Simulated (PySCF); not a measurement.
## RbPb: energy against distance

Set-up: PySCF, scalar-relativistic core potentials, basis sets Rb def2-SVPD with ECP28, Pb def2-SVPD with ECP60. Energies in eV from Rb + Pb in their ground configurations at the same level. State: ⁴Σ⁻ (quartet), unpaired electrons σ ↑, π ↑↑.

All columns are PBE0. A positive dipole means Rb(−)Pb(+).

```csv
R (Å),E (eV),μ (D),Mulliken charge on Rb (basis-dependent),HOMO (eV),LUMO (eV),Mayer bond order,⟨S²⟩
3.007,-0.879,-8.28,0.59,-3.80,-1.48,0.70,3.75
3.146,-1.055,-8.73,0.59,-3.70,-1.53,0.70,3.75
3.286,-1.149,-9.14,0.59,-3.61,-1.58,0.69,3.75
3.391,-1.181,-9.43,0.58,-3.55,-1.61,0.69,3.75
3.496,-1.189,-9.69,0.58,-3.50,-1.63,0.70,3.75
3.601,-1.179,-9.94,0.57,-3.45,-1.66,0.70,3.75
3.741,-1.145,-10.25,0.55,-3.40,-1.69,0.71,3.75
3.916,-1.082,-10.57,0.53,-3.35,-1.73,0.71,3.75
4.125,-0.990,-10.87,0.50,-3.30,-1.80,0.72,3.75
4.405,-0.857,-11.11,0.47,-3.28,-1.89,0.71,3.75
```

A fit through these points gives, at Re = 3.485 Å, μ = -9.67 D and dμ/dR = -2.48 D/Å; the reduced mass is 60.29 u.

Question: How strong is the fundamental in the double-harmonic approximation, I = 42.26·(dμ/dR)²/μred km/mol?

Answer: I = 42.26·(-2.48)²/60.29 = 4.31 km/mol at PBE0.

Spin–orbit coupling is left out, which matters for elements this heavy, above all for dissociation energies. The state is the lowest determinant that a PBE0 search found; another state may lie lower at other levels.
